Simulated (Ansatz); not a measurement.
C$_{2}$H$_{2}$Cl$_{3}$F$_{3}$GeO (`FC(F)(F)C[O][Ge]([Cl])([Cl])[Cl]`), relaxed with RKS PBE-D4/def2-SVP in Ansatz from a rough embedded geometry. The force threshold is 0.03 eV/Å; the program also tests the step.

The species carries charge 0 and has multiplicity 1.

Start:

```xyz
12

F    -1.867    0.016    1.913
C    -0.527    0.309    1.908
F    -0.290    1.519    2.590
F     0.097   -0.801    2.533
C    -0.018    0.404    0.488
O    -0.267   -0.790   -0.215
Ge    0.370   -0.672   -1.897
Cl    2.494   -0.330   -1.897
Cl   -0.593    0.974   -2.959
Cl   -0.004   -2.498   -2.948
H     1.111    0.622    0.520
H    -0.506    1.247   -0.038
```

Task: How much energy does the relaxation release, and in how many steps? (An estimate is asked.)

Result: The calculation gave: 0.36 eV, in 6 steps.

Task: Which bonds change most? (Estimate.)

Result: Computed: C2–F4 from 1.418 to 1.347 Å; C2–F3 from 1.409 to 1.355 Å; C5–H11 from 1.150 to 1.113 Å; Ge7–Cl9 from 2.183 to 2.154 Å.

Task: Give the relaxed structure. (An estimate is asked.)

Result: The calculation gave: 
```xyz
12

F    -1.860   -0.032    1.855
C    -0.540    0.233    1.893
F    -0.352    1.334    2.660
F     0.079   -0.805    2.488
C     0.021    0.501    0.500
O    -0.185   -0.655   -0.292
Ge    0.393   -0.677   -1.973
Cl    2.523   -0.358   -2.002
Cl   -0.553    0.910   -3.081
Cl   -0.124   -2.593   -2.753
H     1.100    0.749    0.614
H    -0.504    1.392    0.091
```
